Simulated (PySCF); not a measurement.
## Nuclear quadrupole coupling in `C=CCC1=C[C@H](C)[SiH2]OC1`

Compound: C8H14OSi.
Geometry (GFN2-xTB, Å), atoms numbered from 1 in this order:
```
atom  x, y, z in Å
C1     3.741    0.472    0.257
C2     2.520    0.870   -0.041
C3     1.685    0.308   -1.154
C4     0.391   -0.248   -0.608
C5    -0.745    0.437   -0.670
C6    -2.083   -0.010   -0.164
C7    -3.002    1.184    0.076
Si8   -1.753   -1.115    1.355
O9    -0.462   -1.993    0.921
C10    0.541   -1.604    0.024
H11    4.239   -0.303   -0.304
H12    4.302    0.908    1.066
H13    2.039    1.648    0.537
H14    2.241   -0.476   -1.673
H15    1.461    1.107   -1.865
H16   -0.726    1.419   -1.131
H17   -2.539   -0.631   -0.946
H18   -3.979    0.847    0.413
H19   -2.587    1.838    0.839
H20   -3.134    1.763   -0.838
H21   -2.768   -2.130    1.601
H22   -1.471   -0.267    2.517
H23    0.577   -2.368   -0.767
H24    1.498   -1.637    0.562
```

Field gradients from the PBE0/pcSseg-1 density (PySCF, non-relativistic), principal values in atomic units, ordered |Vxx| ≤ |Vyy| ≤ |Vzz|:

```
atom      Vxx      Vyy     Vzz
  O9  -0.5583  -1.2004  1.7588
```

**Question.** Find the asymmetry η = (Vxx − Vyy)/Vzz and the couplings χ = eQV/h (234.96 MHz × Q in barn × V in au), with Q(17O) = −0.0256 b.

**Answer.** 
| atom | environment | nucleus | η | χzz (MHz) | χxx (MHz) | χyy (MHz) |
| --- | --- | --- | --- | --- | --- | --- |
| O9 | silyl ether oxygen | 17O | 0.37 | -10.58 | 3.36 | 7.22 |

**Question.** What is Vzz at O9 in SI units (1 au = 9.71736 × 10²¹ V/m²)?

**Answer.** 1.7588 au = 17.091 × 10²¹ V/m².

**Question.** And the gradient at the other heavy atoms, for which no coupling is worked out here?

**Answer.** 
```tsv
atom	environment	Vzz (au)	η
C1	terminal =CH2 carbon	0.291	0.46
C2	alkene CH carbon	0.332	0.62
C3	allylic carbon	-0.073	0.47
C4	fully substituted alkene carbon	0.253	0.77
C5	alkene CH carbon	0.246	0.73
C6	sp3 carbon bound to silicon	-0.118	0.44
C7	methyl carbon	0.071	0.12
Si8	oxygen-bound silicon	0.440	0.32
C10	sp3 carbon bound to oxygen	0.393	0.18
```

**Question.** What couplings would deuterons (Q(2H) = 0.00286 b) have in place of the hydrogens, at this geometry?

**Answer.** 
| atom | bonded to | bond length (Å) | Vzz (au) | η | χzz (kHz) |
| --- | --- | --- | --- | --- | --- |
| H11 | C1 | 1.078 | 0.3354 | 0.06 | 225 |
| H12 | C1 | 1.077 | 0.3381 | 0.05 | 227 |
| H13 | C2 | 1.082 | 0.3233 | 0.05 | 217 |
| H14 | C3 | 1.092 | 0.3022 | 0.02 | 203 |
| H15 | C3 | 1.093 | 0.3019 | 0.01 | 203 |
| H16 | C5 | 1.085 | 0.3192 | 0.08 | 215 |
| H17 | C6 | 1.098 | 0.2991 | 0.04 | 201 |
| H18 | C7 | 1.087 | 0.3157 | 0.02 | 212 |
| H19 | C7 | 1.088 | 0.3132 | 0.02 | 211 |
| H20 | C7 | 1.090 | 0.3107 | 0.02 | 209 |
| H21 | Si8 | 1.456 | 0.1660 | 0.01 | 112 |
| H22 | Si8 | 1.466 | 0.1579 | 0.01 | 106 |
| H23 | C10 | 1.100 | 0.2843 | 0.07 | 191 |
| H24 | C10 | 1.098 | 0.2814 | 0.07 | 189 |

Isolated species at its GFN2-xTB geometry (one conformer only). GFN2-xTB bond lengths can be off by several hundredths of an ångström, more for odd bonds, and the gradients follow them. With a basis this small, the couplings can be 20 % off.

The run behind these numbers computed NMR shieldings as well. Hardware: an Arm Neoverse V2 with one thread, no GPU, on a shared host. Cost: 70 s wall (grids of density and orbitals included), 1.3 GiB resident at most.
